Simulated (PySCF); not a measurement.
## Radial density of F²⁺ (fluorine, charge +2)

MN15, [He] 2s2 2p3, high-spin 4S determinant. Calculation: PySCF 2.14, in aug-cc-pVDZ-DK (4s3p2d, 23 functions); scalar relativity by spin-free X2C-1e.

```
r (bohr)  4πr²ρ (e/bohr)  4πr²(ρα − ρβ)
 0.00373         0.07809         0.0000
 0.00628          0.2098         0.0000
  0.0106          0.5382         0.0001
  0.0178           1.324         0.0003
  0.0299           2.991         0.0011
  0.0503           5.859         0.0061
  0.0846           8.988         0.0388
   0.142           9.300         0.2245
   0.239           5.583         0.8970
   0.402           3.865         2.2378
   0.677           5.454         3.1721
    1.14           3.188         1.8011
    1.92          0.3872         0.2162
    3.22        0.007737         0.0067
    5.42       9.925e-05         0.0001
```

Densities and radii are taken from the X2C orbitals without a picture-change correction, which distorts them close to the nucleus.
